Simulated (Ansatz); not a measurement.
Born–Oppenheimer molecular dynamics of H5NO3Si (10 atoms, charge 0, multiplicity 1). It starts from a relaxed structure.

All numbers below come from RKS B3LYP/6-31G* in Ansatz 0.2.0.

```
ensemble        : NVT, Nosé–Hoover chain
time step       : 0.5 fs
steps asked     : 300
set temperature : 2000 K
thermostat      : time constant 300 fs, chain length 1
masses          : H 10 u
seed            : 701888
```

Frames 5 fs apart, positions in Å.

Velocities at 55 fs (Å/ps):

```
Si -6.14 0.82 6.19
N 1.53 5.57 6.87
H -16.60 2.21 1.63
H 6.36 -2.69 -12.82
O 9.92 -12.88 -2.25
H 3.69 13.04 -8.73
O 2.30 -1.03 0.21
H -4.47 4.39 -0.97
O 2.31 -4.19 -2.90
H 2.86 1.90 1.79
```

```xyz
10
Properties=species:S:1:pos:R:3 time_fs=55 energy_less_start_eV=1.241 T=817
Si 0.004 -0.104 0.152
N -0.105 -0.200 2.044
H -0.933 0.289 2.323
H 0.692 -0.288 2.583
O 1.586 -0.055 -0.538
H 1.726 0.045 -1.517
O -0.980 1.224 -0.325
H -1.113 0.855 -1.198
O -0.735 -1.557 -0.324
H -1.381 -1.696 0.403
10
Properties=species:S:1:pos:R:3 time_fs=60 energy_less_start_eV=1.298 T=763
Si -0.021 -0.102 0.190
N -0.115 -0.171 2.029
H -1.005 0.301 2.341
H 0.741 -0.299 2.539
O 1.623 -0.117 -0.550
H 1.738 0.107 -1.540
O -0.959 1.208 -0.318
H -1.146 0.883 -1.216
O -0.723 -1.568 -0.335
H -1.363 -1.692 0.405
10
Properties=species:S:1:pos:R:3 time_fs=65 energy_less_start_eV=1.255 T=807
Si -0.029 -0.108 0.234
N -0.144 -0.134 1.951
H -1.029 0.304 2.369
H 0.782 -0.299 2.515
O 1.627 -0.172 -0.563
H 1.733 0.160 -1.512
O -0.927 1.175 -0.312
H -1.194 0.925 -1.241
O -0.713 -1.558 -0.333
H -1.339 -1.700 0.396
10
Properties=species:S:1:pos:R:3 time_fs=70 energy_less_start_eV=1.108 T=953
Si -0.016 -0.123 0.257
N -0.155 -0.093 1.886
H -0.996 0.291 2.390
H 0.758 -0.283 2.471
O 1.597 -0.216 -0.566
H 1.713 0.202 -1.440
O -0.897 1.135 -0.323
H -1.240 0.981 -1.244
O -0.701 -1.532 -0.324
H -1.321 -1.725 0.383
10
Properties=species:S:1:pos:R:3 time_fs=75 energy_less_start_eV=0.641 T=1408
Si 0.016 -0.145 0.240
N -0.135 -0.052 1.884
H -0.924 0.270 2.399
H 0.671 -0.253 2.405
O 1.538 -0.257 -0.542
H 1.681 0.245 -1.353
O -0.876 1.103 -0.352
H -1.280 1.041 -1.221
O -0.687 -1.501 -0.314
H -1.315 -1.767 0.373
10
Properties=species:S:1:pos:R:3 time_fs=80 energy_less_start_eV=1.051 T=1018
Si 0.054 -0.162 0.195
N -0.111 -0.009 1.884
H -0.862 0.257 2.414
H 0.616 -0.231 2.374
O 1.468 -0.294 -0.496
H 1.643 0.292 -1.260
O -0.856 1.086 -0.378
H -1.319 1.095 -1.202
O -0.683 -1.490 -0.305
H -1.312 -1.818 0.359
10
Properties=species:S:1:pos:R:3 time_fs=85 energy_less_start_eV=0.955 T=1116
Si 0.065 -0.169 0.153
N -0.105 0.041 1.821
H -0.847 0.266 2.451
H 0.666 -0.241 2.424
O 1.441 -0.325 -0.465
H 1.605 0.335 -1.153
O -0.829 1.088 -0.395
H -1.365 1.141 -1.200
O -0.697 -1.515 -0.301
H -1.308 -1.872 0.339
10
Properties=species:S:1:pos:R:3 time_fs=90 energy_less_start_eV=0.906 T=1168
Si 0.026 -0.169 0.128
N -0.072 0.086 1.780
H -0.853 0.286 2.477
H 0.729 -0.255 2.475
O 1.487 -0.352 -0.462
H 1.578 0.379 -1.047
O -0.806 1.111 -0.420
H -1.403 1.175 -1.195
O -0.719 -1.565 -0.310
H -1.313 -1.931 0.327
10
Properties=species:S:1:pos:R:3 time_fs=95 energy_less_start_eV=0.562 T=1507
Si -0.038 -0.177 0.113
N -0.009 0.119 1.828
H -0.839 0.304 2.456
H 0.751 -0.251 2.473
O 1.560 -0.385 -0.462
H 1.573 0.447 -0.963
O -0.792 1.156 -0.463
H -1.428 1.198 -1.178
O -0.739 -1.621 -0.334
H -1.332 -1.998 0.330
10
Properties=species:S:1:pos:R:3 time_fs=100 energy_less_start_eV=1.033 T=1060
Si -0.096 -0.197 0.109
N 0.055 0.145 1.909
H -0.802 0.319 2.401
H 0.753 -0.238 2.439
O 1.606 -0.402 -0.457
H 1.593 0.518 -0.888
O -0.776 1.208 -0.507
H -1.454 1.212 -1.168
O -0.763 -1.673 -0.359
H -1.353 -2.064 0.334
10
Properties=species:S:1:pos:R:3 time_fs=105 energy_less_start_eV=1.236 T=868
Si -0.129 -0.222 0.119
N 0.083 0.180 1.921
H -0.770 0.338 2.356
H 0.795 -0.252 2.433
O 1.600 -0.382 -0.452
H 1.636 0.558 -0.806
O -0.748 1.249 -0.538
H -1.492 1.219 -1.173
O -0.798 -1.714 -0.369
H -1.362 -2.124 0.323
10
Properties=species:S:1:pos:R:3 time_fs=110 energy_less_start_eV=1.015 T=1086
Si -0.131 -0.245 0.136
N 0.101 0.212 1.850
H -0.769 0.365 2.344
H 0.860 -0.287 2.447
O 1.540 -0.334 -0.441
H 1.696 0.572 -0.717
O -0.721 1.264 -0.563
H -1.519 1.220 -1.173
O -0.836 -1.735 -0.367
H -1.364 -2.178 0.301
```

Of the whole run (150 fs, mean temperature of the second half 1123 K): The conserved energy stayed within 0.26 meV per atom of its start (net change 0.17 meV per atom), so the integration is sound. The mean temperature of the second half is 44 % below the set value. A run of 0.15 ps of so small a system gives no equilibrium averages.

Time of the run: 21 min on 1 thread of Arm Neoverse V1, on a shared host, peak memory 0.18 GiB.
